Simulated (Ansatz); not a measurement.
Steps of a relaxation of `BO[Si](C)(F)S` with RKS PBE0-D4/def2-TZVP.

```sh
$ ansatz run in.yaml --threads 2 --pin off --events-out ev --progress --plain --max-ram 22528MiB --backend cuda --devices 0, --max-vram 18GiB
```

```yaml
crystal:
  periodic: [false, false, false]
  atoms:
    - {symbol: B, position_ang: [-2.085565, 0.422511, 0.848101]}
    - {symbol: O, position_ang: [-1.031155, 1.089482, 0.310978]}
    - {symbol: Si, position_ang: [0.517000, 0.615718, -0.162547]}
    - {symbol: C, position_ang: [0.885436, -1.185521, 0.125227]}
    - {symbol: F, position_ang: [1.534755, 1.489986, 0.771399]}
    - {symbol: S, position_ang: [0.622186, 1.249370, -2.202056]}
    - {symbol: H, position_ang: [-2.012287, -0.779701, 1.069827]}
    - {symbol: H, position_ang: [-3.093243, 1.061419, 1.093453]}
    - {symbol: H, position_ang: [1.913867, -1.429106, -0.209816]}
    - {symbol: H, position_ang: [0.175233, -1.829724, -0.429317]}
    - {symbol: H, position_ang: [0.810306, -1.424335, 1.205445]}
    - {symbol: H, position_ang: [1.840366, 0.664601, -2.386594]}
basis:
  gaussian: {orbitals: def2-TZVP}
hamiltonian: {xc: pbe0, dispersion: d4}
relax: {f_tol: 0.005, max_steps: 150}
```

Positions (Å) and forces (eV/Å) along the path, 11 of 17 steps:

```xyz
12
step=1 energy=-25282.6324 eV
B    -2.086    0.423    0.848    0.049    0.024   -0.033
O    -1.031    1.089    0.311    0.729   -0.558   -0.134
Si    0.517    0.616   -0.163   -0.260    0.803    0.780
C     0.885   -1.186    0.125    0.045   -0.194    0.044
F     1.535    1.490    0.771   -0.827   -0.739   -0.801
S     0.622    1.249   -2.202    0.439   -0.345    0.359
H    -2.012   -0.780    1.070   -0.021    0.461   -0.084
H    -3.093    1.061    1.093    0.386   -0.255   -0.091
H     1.914   -1.429   -0.210   -0.489    0.134    0.155
H     0.175   -1.830   -0.429    0.339    0.330    0.257
H     0.810   -1.424    1.205    0.035    0.124   -0.510
H     1.840    0.665   -2.387   -0.426    0.214    0.057
12
step=4 energy=-25282.7280 eV rejected
B    -2.055    0.416    0.849   -0.090   -0.012   -0.102
O    -1.006    1.075    0.315    0.022   -0.022   -0.002
Si    0.499    0.614   -0.152    0.061   -0.037   -0.021
C     0.865   -1.171    0.129   -0.013    0.001    0.010
F     1.506    1.459    0.741    0.056    0.044    0.036
S     0.623    1.219   -2.177   -0.046    0.045   -0.074
H    -1.984   -0.767    1.055    0.016    0.001    0.039
H    -3.052    1.037    1.080    0.013    0.014    0.040
H     1.880   -1.404   -0.200    0.010    0.001   -0.005
H     0.171   -1.806   -0.422   -0.007   -0.009   -0.007
H     0.791   -1.410    1.192    0.000   -0.016    0.016
H     1.840    0.681   -2.376   -0.022   -0.011    0.069
12
step=5 energy=-25282.7305 eV
B    -2.061    0.415    0.841   -0.011    0.008    0.005
O    -1.005    1.070    0.316    0.006   -0.018    0.014
Si    0.503    0.616   -0.152    0.017   -0.006   -0.021
C     0.871   -1.170    0.127   -0.009    0.008    0.007
F     1.517    1.463    0.736   -0.014   -0.001    0.000
S     0.614    1.223   -2.177   -0.006    0.000    0.002
H    -1.995   -0.766    1.057    0.004    0.001   -0.004
H    -3.051    1.044    1.080   -0.003    0.008   -0.001
H     1.887   -1.401   -0.201    0.005   -0.004   -0.001
H     0.177   -1.805   -0.428    0.004    0.005    0.000
H     0.793   -1.414    1.190    0.002   -0.003    0.000
H     1.827    0.670   -2.354    0.005    0.003   -0.001
12
step=7 energy=-25282.7307 eV
B    -2.064    0.417    0.838   -0.024   -0.002   -0.003
O    -0.999    1.068    0.328    0.014   -0.007   -0.001
Si    0.506    0.613   -0.149    0.005    0.015   -0.011
C     0.875   -1.171    0.131   -0.003   -0.027    0.003
F     1.523    1.464    0.732   -0.004    0.000    0.005
S     0.605    1.221   -2.176   -0.002   -0.005    0.000
H    -2.008   -0.768    1.041    0.002    0.002    0.001
H    -3.052    1.051    1.075    0.008    0.003    0.004
H     1.889   -1.405   -0.201    0.001    0.006    0.001
H     0.179   -1.806   -0.421    0.002    0.008    0.001
H     0.801   -1.415    1.193    0.002    0.005   -0.001
H     1.821    0.677   -2.358   -0.002    0.004    0.002
12
step=8 energy=-25282.7309 eV
B    -2.068    0.418    0.837    0.016    0.003   -0.001
O    -0.997    1.064    0.331   -0.003   -0.013   -0.005
Si    0.506    0.610   -0.149   -0.009   -0.004   -0.005
C     0.878   -1.174    0.132    0.008    0.000    0.006
F     1.524    1.463    0.728    0.007    0.007    0.006
S     0.599    1.214   -2.177    0.004   -0.002   -0.001
H    -2.019   -0.768    1.036   -0.006    0.004   -0.003
H    -3.051    1.059    1.078    0.005   -0.001    0.000
H     1.892   -1.407   -0.200   -0.007    0.004    0.000
H     0.182   -1.809   -0.418   -0.003   -0.005   -0.003
H     0.806   -1.416    1.196   -0.001    0.003   -0.003
H     1.824    0.691   -2.359   -0.011    0.003    0.009
12
step=9 energy=-25282.7309 eV
B    -2.069    0.417    0.834    0.008    0.004   -0.007
O    -0.996    1.063    0.332    0.003   -0.003    0.011
Si    0.507    0.611   -0.149   -0.012   -0.007   -0.016
C     0.880   -1.173    0.136    0.003    0.001    0.004
F     1.524    1.466    0.726    0.007    0.006    0.007
S     0.597    1.211   -2.178    0.000    0.000    0.001
H    -2.031   -0.773    1.002   -0.001   -0.007    0.003
H    -3.042    1.062    1.100   -0.003    0.004   -0.002
H     1.893   -1.407   -0.199   -0.003    0.004    0.002
H     0.182   -1.809   -0.411   -0.003   -0.002   -0.002
H     0.811   -1.412    1.200    0.002    0.000   -0.002
H     1.822    0.688   -2.359   -0.001    0.000    0.002
12
step=12 energy=-25282.7310 eV
B    -2.071    0.418    0.832   -0.002   -0.001    0.002
O    -0.992    1.062    0.342    0.003   -0.001   -0.003
Si    0.508    0.609   -0.147   -0.008    0.002    0.000
C     0.883   -1.173    0.137    0.000   -0.009   -0.001
F     1.529    1.465    0.723    0.007    0.004    0.004
S     0.590    1.209   -2.177    0.001    0.000   -0.003
H    -2.041   -0.774    0.995    0.000    0.004   -0.002
H    -3.043    1.067    1.094    0.002   -0.003   -0.001
H     1.895   -1.407   -0.201   -0.001    0.001    0.000
H     0.184   -1.811   -0.407    0.002    0.001    0.002
H     0.818   -1.412    1.202    0.000    0.000    0.000
H     1.817    0.691   -2.359   -0.004    0.001    0.002
12
step=13 energy=-25282.7310 eV
B    -2.071    0.418    0.830    0.001    0.001    0.000
O    -0.991    1.064    0.344    0.000   -0.003    0.002
Si    0.509    0.610   -0.146   -0.002    0.002   -0.003
C     0.883   -1.173    0.138    0.001    0.001    0.001
F     1.531    1.465    0.724   -0.002   -0.002   -0.005
S     0.588    1.209   -2.176    0.001    0.001    0.004
H    -2.042   -0.774    0.989    0.000    0.000   -0.001
H    -3.043    1.067    1.094    0.000    0.000    0.000
H     1.895   -1.406   -0.202    0.000   -0.001    0.001
H     0.184   -1.811   -0.405    0.000    0.001    0.000
H     0.820   -1.412    1.203    0.001    0.001   -0.001
H     1.814    0.689   -2.360   -0.001    0.000    0.001
12
step=15 energy=-25282.7310 eV
B    -2.073    0.418    0.827    0.001   -0.002    0.004
O    -0.988    1.063    0.352   -0.003    0.000    0.000
Si    0.510    0.610   -0.144   -0.001   -0.001    0.000
C     0.886   -1.173    0.141   -0.001    0.001   -0.002
F     1.535    1.466    0.722    0.002    0.001    0.001
S     0.583    1.208   -2.174    0.000    0.000    0.000
H    -2.052   -0.777    0.968    0.000    0.004   -0.002
H    -3.040    1.069    1.099    0.000   -0.002   -0.001
H     1.896   -1.406   -0.202    0.000   -0.001    0.000
H     0.184   -1.811   -0.399    0.001    0.000    0.001
H     0.827   -1.410    1.206    0.000    0.000    0.001
H     1.808    0.688   -2.361    0.001    0.000   -0.002
12
step=16 energy=-25282.7310 eV rejected
B    -2.074    0.418    0.825   -0.006   -0.009   -0.015
O    -0.985    1.065    0.361   -0.003    0.002    0.005
Si    0.511    0.610   -0.141    0.013   -0.006    0.003
C     0.888   -1.173    0.144   -0.003    0.004   -0.002
F     1.540    1.466    0.720   -0.002    0.001    0.002
S     0.579    1.207   -2.172   -0.008    0.003   -0.005
H    -2.060   -0.779    0.946    0.003    0.012    0.004
H    -3.038    1.071    1.103    0.002   -0.001    0.005
H     1.897   -1.406   -0.203    0.001   -0.001    0.000
H     0.184   -1.811   -0.392    0.001    0.000    0.001
H     0.833   -1.408    1.209   -0.001   -0.001    0.001
H     1.802    0.685   -2.364    0.003   -0.002    0.001
12
step=17 energy=-25282.7310 eV
B    -2.073    0.418    0.826    0.000   -0.003   -0.001
O    -0.987    1.064    0.355   -0.003    0.001    0.002
Si    0.510    0.610   -0.143    0.005   -0.002    0.001
C     0.886   -1.173    0.142   -0.001    0.002   -0.002
F     1.537    1.466    0.721   -0.001    0.000    0.000
S     0.581    1.208   -2.173   -0.002    0.001    0.000
H    -2.054   -0.777    0.960    0.000    0.004    0.000
H    -3.039    1.069    1.100    0.000   -0.001    0.000
H     1.896   -1.406   -0.203    0.000   -0.001    0.000
H     0.184   -1.811   -0.397    0.000    0.000    0.000
H     0.829   -1.410    1.207   -0.001    0.000    0.001
H     1.806    0.687   -2.362    0.002   -0.001    0.000
```

Run time 32 s (2 threads of an AMD EPYC 7R13 on a shared host and a share of an NVIDIA H100 80 GB); peak host memory 0.95 GiB.
